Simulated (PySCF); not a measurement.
AlBFH2O, CH5B2Si (calculated)

Calculation on a computer-drawn molecule: the log of a Hartree-Fock and frozen-core CCSD(T) single point meant for a local Hartree-Fock minimum, with one planted fault or none, to be diagnosed. Offsets are logged minus clean, where the clean run is the same molecule without the fault. The reference is restricted for singlets and unrestricted otherwise, and also for a bond in bohr or an excited solution. Adding or removing an electron swaps singlet and doublet. The excited solution moves the top pair (singlet) or top alpha electron (doublet) to the lowest empty orbital. Highest occupied and lowest empty are orbital energies over both spins, largest force is the largest gradient component, triples share is (T) over the correlation energy, the T1 limit is 0.02 restricted and 0.045 unrestricted, electrons count all cores, a negative frequency is imaginary (commonest isotopes), and the dipole is about the centre of nuclear charge. Program: PySCF 2.14.0.

Common to all runs: meant charge 0; meant multiplicity 2; meant basis cc-pV(D+d)Z; logged SCF converged yes; logged SCF stable within its kind yes; possible faults no fault, one electron removed, one electron added, multiplicity raised by two, geometry at a saddle point, SCF held on an excited solution, minimal basis STO-3G, one bond length entered in bohr, all coordinates scaled.

```yaml
- entry: 1
  formula: AlBFH2O
  logged_structure:
    atoms_angstrom:
      - [B, 1.0051, -1.858, -0.3657]
      - [O, 0.0183, -1.192, 0.2219]
      - [Al, -1.0161, -0.14, 1.0243]
      - [F, -0.3065, 0.5942, 3.9621]
      - [H, 1.0435, -3.0629, -0.4437]
      - [H, -2.2887, 0.4412, 0.3517]
  given:
    logged_electrons: 37
    logged_basis_functions: 75
    logged_spin_squared: 1.7604
    "logged_highest_occupied [eV]": -8.0858
    "logged_lowest_empty [eV]": 1.0327
    "logged_largest_force [hartree/bohr]": 0.012268
    logged_CC_converged: "no"
    "logged_dipole_magnitude [debye]": 1.7239
    "logged_energy_HF [hartree]": -442.00092
    drawn_bonds_atom: [1, 2, 3, 1, 3]
    drawn_bonds_other_atom: [2, 3, 4, 5, 6]
    drawn_bonds_order: [1, 1, 1, 1, 1]
  results:
    planted_fault: "one bond length entered in bohr, row 3 of the drawn bonds"
    "HF_energy_offset_from_clean_run [kcal/mol]": 119.1
  notes: ["CCSD not converged"]
- entry: 2
  formula: AlBFH2O
  logged_structure:
    atoms_angstrom:
      - [B, 1.0051, -1.858, -0.3657]
      - [O, 0.0183, -1.192, 0.2219]
      - [Al, -1.0161, -0.14, 1.0243]
      - [F, -0.6406, 0.2485, 2.5789]
      - [H, 1.0435, -3.0629, -0.4437]
      - [H, -2.2887, 0.4412, 0.3517]
  given:
    logged_electrons: 37
    logged_basis_functions: 75
    logged_spin_squared: 3.7553
    "logged_highest_occupied [eV]": -5.6906
    "logged_lowest_empty [eV]": -3.8854
    "logged_largest_force [hartree/bohr]": 0.083923
    logged_T1_diagnostic: 0.030554
    logged_D1_diagnostic: 0.12696
    logged_triples_share: 0.023706
    logged_CC_converged: "yes"
    "logged_dipole_magnitude [debye]": 5.1044
    "logged_energy_HF [hartree]": -441.93046
    "logged_energy_CCSD(T) [hartree]": -442.4362
    drawn_bonds_atom: [1, 2, 3, 1, 3]
    drawn_bonds_other_atom: [2, 3, 4, 5, 6]
    drawn_bonds_order: [1, 1, 1, 1, 1]
  results:
    planted_fault: "multiplicity raised by two"
    "HF_energy_offset_from_clean_run [kcal/mol]": 163.3
    "CCSD(T)_energy_offset_from_clean_run [kcal/mol]": 174.8
- entry: 3
  formula: AlBFH2O
  logged_structure:
    atoms_angstrom:
      - [B, 1.0051, -1.858, -0.3657]
      - [O, 0.0183, -1.192, 0.2219]
      - [Al, -1.0161, -0.14, 1.0243]
      - [F, -0.6406, 0.2485, 2.5789]
      - [H, 1.0435, -3.0629, -0.4437]
      - [H, -2.2887, 0.4412, 0.3517]
  given:
    logged_electrons: 37
    logged_basis_functions: 26
    logged_spin_squared: 0.7553
    "logged_highest_occupied [eV]": -5.158
    "logged_lowest_empty [eV]": 8.7485
    "logged_largest_force [hartree/bohr]": 0.034235
    logged_T1_diagnostic: 0.023129
    logged_D1_diagnostic: 0.072299
    logged_triples_share: 0.061306
    logged_CC_converged: "yes"
    "logged_dipole_magnitude [debye]": 1.7486
    "logged_energy_HF [hartree]": -436.48665
    "logged_energy_CCSD(T) [hartree]": -436.63738
    drawn_bonds_atom: [1, 2, 3, 1, 3]
    drawn_bonds_other_atom: [2, 3, 4, 5, 6]
    drawn_bonds_order: [1, 1, 1, 1, 1]
  results:
    planted_fault: "minimal basis STO-3G"
    "HF_energy_offset_from_clean_run [kcal/mol]": 3579
    "CCSD(T)_energy_offset_from_clean_run [kcal/mol]": 3814
- entry: 4
  formula: CH5B2Si
  logged_structure:
    atoms_angstrom:
      - [B, -0.4891, 1.0599, -0.0111]
      - [Si, 3.2393, 0.6027, 0.686]
      - [B, 4.2559, 2.2522, 0.1607]
      - [C, 4.8827, 3.4328, -0.2139]
      - [H, -1.165, 1.7535, -0.7091]
      - [H, 3.6726, -0.5707, -0.1139]
      - [H, 3.4701, 0.305, 2.1188]
      - [H, 4.3624, 4.2134, -0.7611]
      - [H, 5.9243, 3.6357, 0.0164]
  given:
    logged_electrons: 35
    logged_basis_functions: 90
    logged_spin_squared: 1.2203
    "logged_highest_occupied [eV]": -8.5906
    "logged_lowest_empty [eV]": 0.62915
    "logged_largest_force [hartree/bohr]": 0.012937
    logged_T1_diagnostic: 0.063006
    logged_D1_diagnostic: 0.26725
    logged_triples_share: 0.031592
    logged_CC_converged: "yes"
    "logged_dipole_magnitude [debye]": 1.7805
    "logged_energy_HF [hartree]": -378.85085
    "logged_energy_CCSD(T) [hartree]": -379.28009
    drawn_bonds_atom: [1, 2, 3, 1, 2, 2, 4, 4]
    drawn_bonds_other_atom: [2, 3, 4, 5, 6, 7, 8, 9]
    drawn_bonds_order: [1, 1, 2, 1, 1, 1, 1, 1]
  results:
    planted_fault: "one bond length entered in bohr, row 1 of the drawn bonds"
    "HF_energy_offset_from_clean_run [kcal/mol]": 55.49
    "CCSD(T)_energy_offset_from_clean_run [kcal/mol]": 58.96
  notes: ["T1 above single-reference limit"]
- entry: 5
  formula: CH5B2Si
  logged_structure:
    atoms_angstrom:
      - [B, -0.4891, 1.0599, -0.0111]
      - [Si, 1.4839, 0.818, 0.3578]
      - [B, 2.5004, 2.4674, -0.1675]
      - [C, 3.1273, 3.648, -0.5421]
      - [H, -1.165, 1.7535, -0.7091]
      - [H, 1.9172, -0.3554, -0.4421]
      - [H, 1.7147, 0.5202, 1.7905]
      - [H, 2.607, 4.4286, -1.0893]
      - [H, 4.1689, 3.8509, -0.3118]
  given:
    logged_electrons: 34
    logged_basis_functions: 90
    logged_spin_squared: 0.0
    "logged_highest_occupied [eV]": -12.95
    "logged_lowest_empty [eV]": -6.573
    "logged_largest_force [hartree/bohr]": 0.034382
    logged_T1_diagnostic: 0.023153
    logged_D1_diagnostic: 0.068984
    logged_triples_share: 0.035432
    logged_CC_converged: "yes"
    "logged_dipole_magnitude [debye]": 7.6099
    "logged_energy_HF [hartree]": -378.65222
    "logged_energy_CCSD(T) [hartree]": -379.08027
    drawn_bonds_atom: [1, 2, 3, 1, 2, 2, 4, 4]
    drawn_bonds_other_atom: [2, 3, 4, 5, 6, 7, 8, 9]
    drawn_bonds_order: [1, 1, 2, 1, 1, 1, 1, 1]
  results:
    planted_fault: "one electron removed"
    "HF_energy_offset_from_clean_run [kcal/mol]": 180.1
    "CCSD(T)_energy_offset_from_clean_run [kcal/mol]": 184.4
  notes: ["T1 above single-reference limit"]
- entry: 6
  formula: CH5B2Si
  logged_structure:
    atoms_angstrom:
      - [B, -0.4891, 1.0599, -0.0111]
      - [Si, 1.4839, 0.818, 0.3578]
      - [B, 2.5004, 2.4674, -0.1675]
      - [C, 3.1273, 3.648, -0.5421]
      - [H, -1.165, 1.7535, -0.7091]
      - [H, 1.9172, -0.3554, -0.4421]
      - [H, 1.7147, 0.5202, 1.7905]
      - [H, 2.607, 4.4286, -1.0893]
      - [H, 4.1689, 3.8509, -0.3118]
  given:
    logged_electrons: 36
    logged_basis_functions: 90
    logged_spin_squared: 0.0
    "logged_highest_occupied [eV]": -0.56998
    "logged_lowest_empty [eV]": 6.7064
    "logged_largest_force [hartree/bohr]": 0.027092
    logged_T1_diagnostic: 0.035436
    logged_D1_diagnostic: 0.14686
    logged_triples_share: 0.042088
    logged_CC_converged: "yes"
    "logged_dipole_magnitude [debye]": 5.079
    "logged_energy_HF [hartree]": -378.91002
    "logged_energy_CCSD(T) [hartree]": -379.39351
    drawn_bonds_atom: [1, 2, 3, 1, 2, 2, 4, 4]
    drawn_bonds_other_atom: [2, 3, 4, 5, 6, 7, 8, 9]
    drawn_bonds_order: [1, 1, 2, 1, 1, 1, 1, 1]
  results:
    planted_fault: "one electron added"
    "HF_energy_offset_from_clean_run [kcal/mol]": 18.36
    "CCSD(T)_energy_offset_from_clean_run [kcal/mol]": -12.2
  notes: ["T1 above single-reference limit"]
```
